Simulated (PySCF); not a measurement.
PySCF input file for C2H3Cl2FSi, SMILES F/C(=C/Cl)[SiH2]Cl, TDA-PBE/def2-SVPD. The structure is a stationary point at PBE0-D3(BJ)/def2-SVP. The structure was generated by enumeration; whether it is a known compound was not checked. Other conformers were not sampled.

```python
import numpy as np
from pyscf import gto, scf, dft, tdscf

mol = gto.M(
    atom='''
    F     0.45091836    2.13062017   -1.02128586
    C     0.53765222    0.97701730   -0.34158071
    C     1.64897553    0.24730833   -0.49244907
    Cl    1.86079499   -1.25724436    0.30665340
    Si   -0.95003176    0.54905501    0.73920516
    Cl   -2.10150495   -0.89518363   -0.18606281
    H     2.47343219    0.56361540   -1.13709717
    H    -0.50414835    0.02932009    2.05622543
    H    -1.75480190    1.79003456    0.87771085
    ''',
    basis='def2-SVPD',
    charge=0,
    spin=0,
    max_memory=1600,
    verbose=4,
)
mf = dft.RKS(mol, xc='pbe').density_fit(auxbasis='def2-universal-jkfit')
mf.grids.level = 3
mf.conv_tol = 1e-9
mf.max_cycle = 100
mf.kernel()
mf.grids = dft.Grids(mol).set(level=1).build(with_non0tab=True)  # coarser grid for the response kernel
td = tdscf.TDA(mf)
td.singlet = True
td.nstates = 10
td.conv_tol = 1e-4
td.positive_eig_threshold = 1e-6
td.kernel(x0=td.get_init_guess(mf, 15))
td.analyze()
tt = tdscf.TDA(mf)
tt.singlet = False
tt.nstates = 4
tt.conv_tol = 1e-4
tt.positive_eig_threshold = 1e-6
tt.kernel(x0=tt.get_init_guess(mf, 9))
tt.analyze(verbose=3)
```

Log of the run:

```
PySCF version 2.14.0

[INPUT] verbose = 4
[INPUT] num. atoms = 9
[INPUT] num. electrons = 72
[INPUT] charge = 0
[INPUT] spin (= nelec alpha-beta = 2S) = 0
[INPUT] symmetry False subgroup None
[INPUT] Mole.unit = angstrom
[INPUT] Symbol           X                Y                Z      unit          X                Y                Z       unit  Magmom
[INPUT]  1 F      0.450918360000   2.130620170000  -1.021285860000 AA    0.852112204938   4.026288596774  -1.929950570291 Bohr   0.0
[INPUT]  2 C      0.537652220000   0.977017300000  -0.341580710000 AA    1.016015446064   1.846295115962  -0.645493991334 Bohr   0.0
[INPUT]  3 C      1.648975530000   0.247308330000  -0.492449070000 AA    3.116112137810   0.467345012024  -0.930593872597 Bohr   0.0
[INPUT]  4 Cl     1.860794990000  -1.257244360000   0.306653400000 AA    3.516392905063  -2.375847512054   0.579490941167 Bohr   0.0
[INPUT]  5 Si    -0.950031760000   0.549055010000   0.739205160000 AA   -1.795299836039   1.037563596220   1.396895302265 Bohr   0.0
[INPUT]  6 Cl    -2.101504950000  -0.895183630000  -0.186062810000 AA   -3.971268804918  -1.691651891894  -0.351607752867 Bohr   0.0
[INPUT]  7 H      2.473432190000   0.563615400000  -1.137097170000 AA    4.674109426783   1.065078745587  -2.148802228318 Bohr   0.0
[INPUT]  8 H     -0.504148350000   0.029320090000   2.056225430000 AA   -0.952702307651   0.055406940048   3.885702913066 Bohr   0.0
[INPUT]  9 H     -1.754801900000   1.790034560000   0.877710850000 AA   -3.316094993866   3.382675071906   1.658633123059 Bohr   0.0

nuclear repulsion = 412.353167881132
number of shells = 69
number of NR pGTOs = 255
number of NR cGTOs = 165
basis = def2-SVPD
ecp = {}


******** <class 'pyscf.df.df_jk.DFRKS'> ********
method = DFRKS
initial guess = minao
damping factor = 0
level_shift factor = 0
DIIS = <class 'pyscf.scf.diis.CDIIS'>
diis_start_cycle = 1
diis_space = 8
diis_damp = 0
SCF conv_tol = 1e-09
SCF conv_tol_grad = None
SCF max_cycles = 100
direct_scf = False
XC library pyscf.dft.libxc version 7.1.2
    S. Lehtola, C. Steigemann, M. J. T. Oliveira, and M. A. L. Marques,  SoftwareX 7, 1–5 (2018)
XC functionals = pbe
    J. P. Perdew, K. Burke, and M. Ernzerhof,  Phys. Rev. Lett. 77, 3865 (1996)
    J. P. Perdew, K. Burke, and M. Ernzerhof,  Phys. Rev. Lett. 78, 1396 (1997)
    J. P. Perdew, K. Burke, and M. Ernzerhof,  Phys. Rev. Lett. 77, 3865 (1996)
    J. P. Perdew, K. Burke, and M. Ernzerhof,  Phys. Rev. Lett. 78, 1396 (1997)
radial grids:
    Treutler-Ahlrichs [JCP 102, 346 (1995); DOI:10.1063/1.469408] (M4) radial grids

becke partition: Becke, JCP 88, 2547 (1988); DOI:10.1063/1.454033
pruning grids: <function nwchem_prune>
grids dens level: 3
symmetrized grids: False
atomic radii adjust function: <function treutler_atomic_radii_adjust>
small_rho_cutoff = 0
Set gradient conv threshold to 3.16228e-05
Initial guess from minao.
tot grids = 128864
init E= -1387.06344798823
  HOMO = -0.273829129852181  LUMO = -0.107021071417969  gap/eV = 4.53908
cycle= 1 E= -1386.52476373042  delta_E= 0.539  |g|= 0.397  |ddm|= 4.27
  HOMO = -0.213994187744043  LUMO = -0.0798756033406853  gap/eV = 3.64955
cycle= 2 E= -1386.47112380848  delta_E= 0.0536  |g|= 0.677  |ddm|= 1.17
  HOMO = -0.232356865814088  LUMO = -0.0799086365077968  gap/eV = 4.14833
cycle= 3 E= -1386.55552178679  delta_E= -0.0844  |g|= 0.123  |ddm|= 0.686
  HOMO = -0.242237191645171  LUMO = -0.0877722816856692  gap/eV = 4.20320
cycle= 4 E= -1386.55807063899  delta_E= -0.00255  |g|= 0.0483  |ddm|= 0.19
  HOMO = -0.240459732524535  LUMO = -0.0865918583840029  gap/eV = 4.18696
cycle= 5 E= -1386.55851933339  delta_E= -0.000449  |g|= 0.0252  |ddm|= 0.107
  HOMO = -0.239808774060549  LUMO = -0.0861804254504355  gap/eV = 4.18044
cycle= 6 E= -1386.55868702575  delta_E= -0.000168  |g|= 0.00635  |ddm|= 0.0356
  HOMO = -0.239953270806255  LUMO = -0.0863345922094436  gap/eV = 4.18018
cycle= 7 E= -1386.55869814734  delta_E= -1.11e-05  |g|= 0.00148  |ddm|= 0.0104
  HOMO = -0.240004026652822  LUMO = -0.0863145101817353  gap/eV = 4.18210
cycle= 8 E= -1386.55869876946  delta_E= -6.22e-07  |g|= 0.000426  |ddm|= 0.00287
  HOMO = -0.240017876620742  LUMO = -0.0863346965856451  gap/eV = 4.18193
cycle= 9 E= -1386.55869881871  delta_E= -4.93e-08  |g|= 0.00015  |ddm|= 0.00076
  HOMO = -0.240002352305199  LUMO = -0.0863207153617314  gap/eV = 4.18189
cycle= 10 E= -1386.55869882483  delta_E= -6.12e-09  |g|= 3.4e-05  |ddm|= 0.000303
  HOMO = -0.240006338879676  LUMO = -0.0863242102627124  gap/eV = 4.18190
cycle= 11 E= -1386.55869882513  delta_E= -2.98e-10  |g|= 1.49e-05  |ddm|= 9.56e-05
  HOMO = -0.240003992322304  LUMO = -0.0863226359028113  gap/eV = 4.18188
Extra cycle  E= -1386.55869882505  delta_E= 8.46e-11  |g|= 2.54e-05  |ddm|= 5.24e-05
converged SCF energy = -1386.55869882505
tot grids = 42120
Overwritten attributes  positive_eig_threshold  of <class 'pyscf.tdscf.rks.TDA'>


******** <class 'pyscf.tdscf.rks.TDA'> for <class 'pyscf.df.df_jk.DFRKS'> ********
nstates = 10 singlet
deg_eia_thresh = 1.000e-03
wfnsym = None
conv_tol = 0.0001
eigh lindep = 1e-12
eigh level_shift = 0
eigh max_cycle = 100


Excitation energies (eV)
[5.19920655 5.4653917  5.52562633 5.83910882 5.96290158 6.28232553
 6.41114253 6.68667532 6.88030431 6.8961311 ]

** Singlet excitation energies and oscillator strengths **
Excited State   1:      5.19921 eV    238.47 nm  f=0.1356
      36 -> 37        0.60117
      36 -> 38       -0.17350
      36 -> 39        0.24163
      36 -> 41        0.12556
Excited State   2:      5.46539 eV    226.85 nm  f=0.0022
      34 -> 37        0.14544
      35 -> 37       -0.68720
Excited State   3:      5.52563 eV    224.38 nm  f=0.0041
      34 -> 37        0.68907
      35 -> 37        0.14404
Excited State   4:      5.83911 eV    212.33 nm  f=0.0159
      36 -> 37       -0.11095
      36 -> 38       -0.67507
      36 -> 39       -0.12638
Excited State   5:      5.96290 eV    207.93 nm  f=0.0021
      33 -> 37        0.69843
Excited State   6:      6.28233 eV    197.35 nm  f=0.0317
      36 -> 37       -0.14713
      36 -> 39        0.57887
      36 -> 40       -0.10567
      36 -> 41       -0.30837
      36 -> 42       -0.12900
Excited State   7:      6.41114 eV    193.39 nm  f=0.0009
      36 -> 39        0.11459
      36 -> 40        0.69303
Excited State   8:      6.68668 eV    185.42 nm  f=0.0006
      32 -> 37       -0.13457
      36 -> 41       -0.33750
      36 -> 42        0.59919
Excited State   9:      6.88030 eV    180.20 nm  f=0.0041
      32 -> 37        0.18789
      35 -> 38        0.65376
Excited State  10:      6.89613 eV    179.79 nm  f=0.0055
      32 -> 37        0.54712
      34 -> 38       -0.33413
      35 -> 38       -0.15878
      36 -> 42        0.17780

** Transition electric dipole moments (AU) **
state          X           Y           Z        Dip. S.      Osc.
  1        -0.9197      0.4536      0.1128      1.0643      0.1356
  2         0.0998      0.0793     -0.0207      0.0167      0.0022
  3        -0.1608      0.0523      0.0399      0.0302      0.0041
  4         0.3144     -0.0877      0.0677      0.1111      0.0159
  5         0.0288     -0.1027      0.0556      0.0145      0.0021
  6         0.3777     -0.2384     -0.0825      0.2063      0.0317
  7         0.0705     -0.0278      0.0054      0.0058      0.0009
  8         0.0359      0.0447     -0.0168      0.0036      0.0006
  9        -0.1316      0.0656     -0.0534      0.0245      0.0041
 10         0.0891     -0.1262      0.0917      0.0323      0.0055

** Transition velocity dipole moments (imaginary part, AU) **
state          X           Y           Z        Dip. S.      Osc.
  1        -0.0482     -0.0210      0.0101      0.0029      0.0100
  2         0.0088     -0.0009     -0.0388      0.0016      0.0053
  3        -0.0259      0.0254      0.0064      0.0014      0.0045
  4         0.0358      0.0230      0.0259      0.0025      0.0077
  5         0.0051      0.0060      0.0251      0.0007      0.0021
  6         0.0133     -0.0096     -0.0504      0.0028      0.0081
  7        -0.0089     -0.0178     -0.0270      0.0011      0.0032
  8         0.0220      0.0117      0.0199      0.0010      0.0028
  9         0.0182      0.0005     -0.0290      0.0012      0.0031
 10        -0.0141     -0.0110     -0.0116      0.0005      0.0012

** Transition magnetic dipole moments (imaginary part, AU) **
state          X           Y           Z
  1        -0.1735     -0.0602     -0.5748
  2        -0.1645     -0.1477      0.2049
  3        -0.2315      0.1890      0.3330
  4         0.3898      0.1709     -0.0664
  5         0.1674     -0.5074      0.1352
  6         0.0072      0.1247      0.2718
  7         0.3542     -0.0618     -0.1118
  8        -0.1077      0.2179     -0.1222
  9        -0.0704     -0.0795     -0.2563
 10         0.2229     -0.1374      0.4882


******** <class 'pyscf.tdscf.rks.TDA'> for <class 'pyscf.df.df_jk.DFRKS'> ********
nstates = 4 triplet
deg_eia_thresh = 1.000e-03
wfnsym = None
conv_tol = 0.0001
eigh lindep = 1e-12
eigh level_shift = 0
eigh max_cycle = 100


Excitation energies (eV)
[3.56513749 5.20703787 5.33449731 5.36498776]

** Triplet excitation energies and oscillator strengths **
Excited State   1:      3.56514 eV    347.77 nm  f=0.0000
Excited State   2:      5.20704 eV    238.11 nm  f=0.0000
Excited State   3:      5.33450 eV    232.42 nm  f=0.0000
Excited State   4:      5.36499 eV    231.10 nm  f=0.0000
```

The calculation finished and met its thresholds.

Cost: around 100 core-seconds (rough).
